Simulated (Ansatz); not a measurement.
Born–Oppenheimer molecular dynamics of C2H8MgO (12 atoms, charge 0, multiplicity 1). It starts at the highest image of a converged band. Of that band: A structure lower than the last end lies on the path between it and the top, so the climb from that side starts below the end, which may itself be a saddle point or a shallow side well. A vibrational analysis at the climbing image gives one clearly imaginary mode, 705i cm⁻¹: a first-order saddle point.

These are results of UKS BLYP-D4/6-31G* in Ansatz 0.2.0, not measurements.

| Quantity | Value |
| --- | --- |
| ensemble | NVE (velocity Verlet) |
| time step | 0.5 fs |
| steps asked | 200 |
| starting velocities drawn for | 300 K |
| seed | 4991 |

First frame:

```xyz
12
Properties=species:S:1:pos:R:3
Mg -0.041 -0.138 -0.402
C 0.662 0.930 1.464
C -0.466 -2.072 -1.106
H 0.169 1.708 0.140
O -0.146 1.807 -0.957
H 1.658 0.447 1.544
H 0.804 1.936 1.901
H -0.009 0.404 2.173
H -0.413 -2.130 -2.209
H -1.482 -2.398 -0.818
H 0.235 -2.830 -0.709
H -0.972 2.334 -1.021
```

Task: What does the run give?

Result: The run went to its last step.

```yaml
steps_done: 200
time_covered: 100 fs
mean_temperature_over_the_second_half: 865 K
spread_of_the_potential_energy_over_the_second_half: 7.1 meV per atom
mean_potential_energy_of_the_second_half_above_the_start: -60.8 meV per atom
```

The conserved energy stayed within 0.4 meV per atom of its start (net change 0.046 meV per atom), so the integration is sound. The system heated up, since it started high on the potential surface and ran downhill. A run of 0.1 ps of so small a system gives no equilibrium averages. The orbitals stay closed-shell, which can raise the energy where a bond breaks towards radicals; this wasn't checked here.

Task: What happens to the structure?

Result: The step under study would form Mg1–O5, C2–H4 and break Mg1–C2, H4–O5. These pairs go: Mg1–O5 2.03 → 1.89 Å, C2–H4 1.61 → 1.20 Å, Mg1–C2 2.26 → 4.53 Å, H4–O5 1.15 → 5.87 Å. In the last frame they stand as after the step (other bonds may differ from the relaxed reactants and products). Also parted: Mg1–H4 1.93 → 5.73 Å. It ends as CH4 + CH4MgO. Pairs count as bonded within 1.25 times the sum of covalent radii (0.12 Å more for H–H). Another seed would give other details.

Task: How do temperature and energy run in time?

Result: 
| time (fs) | T (K) | potential energy less start (eV) | conserved less start (meV/atom) |
| --- | --- | --- | --- |
| 0.0 | 300 | 0.000 | 0.00 |
| 5.0 | 197 | 0.134 | 0.09 |
| 10.0 | 376 | -0.097 | 0.16 |
| 15.0 | 340 | -0.047 | 0.40 |
| 20.0 | 551 | -0.321 | 0.27 |
| 25.0 | 836 | -0.692 | 0.09 |
| 30.0 | 839 | -0.698 | -0.12 |
| 35.0 | 838 | -0.694 | 0.11 |
| 40.0 | 889 | -0.761 | 0.00 |
| 45.0 | 864 | -0.729 | 0.05 |
| 50.0 | 889 | -0.760 | 0.16 |
| 55.0 | 856 | -0.717 | 0.13 |
| 60.0 | 856 | -0.719 | 0.03 |
| 65.0 | 863 | -0.725 | 0.22 |
| 70.0 | 782 | -0.621 | 0.14 |
| 75.0 | 941 | -0.830 | -0.05 |
| 80.0 | 763 | -0.597 | 0.13 |
| 85.0 | 997 | -0.903 | -0.15 |
| 90.0 | 855 | -0.717 | 0.02 |
| 95.0 | 903 | -0.778 | 0.07 |
| 100.0 | 829 | -0.683 | 0.05 |

Run time: 5.4 min on 2 threads of Intel(R) Xeon(R) Platinum 8488C (Sapphire Rapids), with other jobs on the host, peak memory 0.17 GiB.
